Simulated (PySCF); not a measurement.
Arsenic: highly charged ions in a basis for the neutral atom

As¹⁴⁺ [Ar] 3d1, As¹⁵⁺ [Ar]. Computed with PySCF 2.14 in def2-SVP (5s4p3d, 32 functions), with the non-relativistic Hamiltonian (point nucleus). No spin-orbit coupling, so a gap to NIST mixes the basis error with missing relativistic terms.

Changed run: basis of the neutral atom used for a highly charged ion. This setting is unsound on purpose.

```
species  method  sound run (hartree)  changed run (hartree)  converged
  As¹⁴⁺     UHF              not run            -2139.59930        yes
  As¹⁴⁺   M06-L              not run            -2140.46742        yes
  As¹⁴⁺   B3LYP              not run            -2140.44191        yes
  As¹⁵⁺     UHF              not run            -2122.14649        yes
  As¹⁵⁺   M06-L              not run            -2122.96347        yes
  As¹⁵⁺   B3LYP              not run            -2122.90690        yes
```

Ionisation energy of As¹⁴⁺:

```
method  changed run (eV)  NIST (eV)
   UHF            474.92    460 ± 3
 M06-L            476.31    460 ± 3
 B3LYP            477.15    460 ± 3
```

The contracted functions were made for the neutral atom and can be too rigid for a highly charged ion.
